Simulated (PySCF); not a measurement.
C₄H₆ClF, SMILES Cl/C=C(\F)CC. Geometry optimised at B3LYP-D3(BJ)/def2-SVP. The structure was generated by enumeration; whether it is a known compound was not checked. The values are those of a single conformer.

Computed equilibrium geometry at B3LYP-D3(BJ)/def2-SVP (PySCF confirms it by a frequency run) as Cartesian coordinates in Å (one conformer of several):
```xyz
12

C      2.5896    -0.2337     1.0307
C      1.4970    -1.0805     0.3661
C      0.3423    -0.2631    -0.1146
F      0.6850     0.6700    -1.0157
C     -0.9282    -0.3845     0.2835
Cl    -2.2117     0.6112    -0.3190
H      2.9580     0.5383     0.3389
H      2.2035     0.2723     1.9294
H      3.4429    -0.8619     1.3279
H      1.9228    -1.6148    -0.5027
H      1.1210    -1.8488     1.0589
H     -1.2194    -1.1346     1.0181
```
